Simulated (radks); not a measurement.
Problem. The cerium ion Ce3+, configuration [Xe] 5d1 (not the ground configuration). Method: scalar-relativistic Kohn-Sham, LDA (Slater exchange, Perdew-Wang correlation), spin-polarised, spherical densities, finite nucleus; open shells are filled with parallel spins first (spin-orbit coupling, left out, can overturn this in heavy ions); Fermi nuclear charge, rms radius 4.855 fm; computed with a radial shooting solver on a logarithmic mesh with Libxc functionals. Some entries of the table are withheld. Estimate them.

orbital  occ.  eigenvalue (eV)  <r^2> (bohr^2)  <r> (bohr)
1s down     1        -40256.82       0.0008221     0.02459
1s up       1        -40256.82       0.0008221     0.02459
2s up       1        -6474.358         0.01308      0.1053
2s down     1        -6474.312         0.01308      0.1053
2p up       3        -5805.096         0.01042     0.09240
2p down     3        -5805.060         0.01042     0.09240
3s up       1        -1420.393         0.08897      0.2791
3s down     1        -1420.364         0.08897      0.2791
3p up       3        -1207.472         0.08893      0.2770
3p down     3        -1207.441         0.08893      0.2770
3d up       5        -903.9755         0.07593      0.2538
3d down     5        -903.9349         0.07592      0.2538
4s up       1        -312.8172          0.4561      0.6358
4s down     1        -312.7466          0.4561      0.6358
4p up       3        -242.9803          0.5138      0.6724
4p down     3        -242.9109          0.5137      0.6723
4d up       5        -142.2988             (1)      0.7379
4d down     5        -142.2196             (2)      0.7377
5s up       1         -67.8635           2.428       1.472
5s down     1         -67.4421           2.415       1.468
5p up       3         -49.3939           3.148       1.672
5p down     3         -48.8733           3.130       1.667
5d up       1         -25.9368           5.706       2.239
5d down     0         -25.2907           5.718       2.240

Solution. 
(1) 4d up <r^2> (bohr^2): 0.6306
(2) 4d down <r^2> (bohr^2): 0.6302
